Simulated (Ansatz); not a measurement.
Ansatz (a quantum-chemistry and plane-wave program) input:
A basis named .json is the Basis Set Exchange file of that set.

Ansatz 0.2 input:
```yaml
crystal:
  periodic: [false, false, false]
  atoms:
    - {symbol: Si, position_ang: [-0.19625208, -0.48175245, -0.03802960]}
    - {symbol: N, position_ang: [-1.19694014, 0.78984709, 0.42972304]}
    - {symbol: Si, position_ang: [-3.05822731, 0.67498722, 0.51654357]}
    - {symbol: N, position_ang: [1.50384458, -0.13838467, 0.30246065]}
    - {symbol: Si, position_ang: [2.84388369, -0.33559770, -0.73606884]}
    - {symbol: H, position_ang: [-0.61586469, -1.71753064, 0.66708137]}
    - {symbol: H, position_ang: [-0.10058046, -0.82934518, -1.49584068]}
    - {symbol: H, position_ang: [-0.87884850, 1.72046631, 0.20533917]}
    - {symbol: H, position_ang: [-3.14049189, -0.37183175, 1.64298409]}
    - {symbol: H, position_ang: [-3.26915463, -0.39288190, -0.58457159]}
    - {symbol: H, position_ang: [1.69909492, 0.18734707, 1.23831242]}
    - {symbol: H, position_ang: [3.17115695, -1.75088510, -1.07678434]}
    - {symbol: H, position_ang: [2.67659341, 0.36111427, -2.03939884]}
    - {symbol: H, position_ang: [4.05810335, 0.22639117, -0.07663945]}
basis:
  gaussian:
    orbitals: aug-cc-pV_Q+d_Z.json
    fitting: {mean_field: def2-universal-jkfit, correlation: aug-cc-pVQZ-RIFIT.json}
total_charge: -1
magnetization: {spin_polarized: false}
correlation: {method: mp2, electrons: outside_noble_gas}
```

**Question.** Which total energy does the run end on?

**Answer.** -982.01229 Eh (RI-MP2/aug-cc-pV(Q+d)Z). The basis has 841 functions.

It need not be the lowest isomer of its formula. Whether it binds its extra electron was not tested at this geometry.
